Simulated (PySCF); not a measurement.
# Cr (chromium, neutral) across methods

[Ar] 3d4 4s1 4p1, one real determinant (an excited configuration). Calculation: PySCF 2.14, in aug-cc-pwCVTZ-DK (10s9p7d4f3g, 127 functions); the spin-free X2C one-electron Hamiltonian (Gaussian nucleus).

```tsv
method	E (hartree)	mean ε 3d α (eV)	mean ε 4s α (eV)	mean ε 4p α (eV)	Σ⟨r²⟩ (bohr²)	⟨S²⟩
UHF	-1049.58735	-16.282	-9.248	-5.108	48.68	12.001
r2SCAN	-1050.629	-8.776	-6.541	-2.705	47.66	12.001
PBE	-1050.425	-8.420	-6.290	-2.592	48.55	12.000
LDA	-1048.336	-8.554	-6.463	-2.617	48.17	12.000
```

Task: Estimate the same row for PBE0.

Result: E (hartree) = -1050.452; mean ε 3d α (eV) = -10.469; mean ε 4s α (eV) = -7.111; mean ε 4p α (eV) = -3.265; Σ⟨r²⟩ (bohr²) = 48.23; ⟨S²⟩ = 12.000.

⟨L²⟩ = 7.98 against 12 for a pure F term, so this real determinant mixes terms.
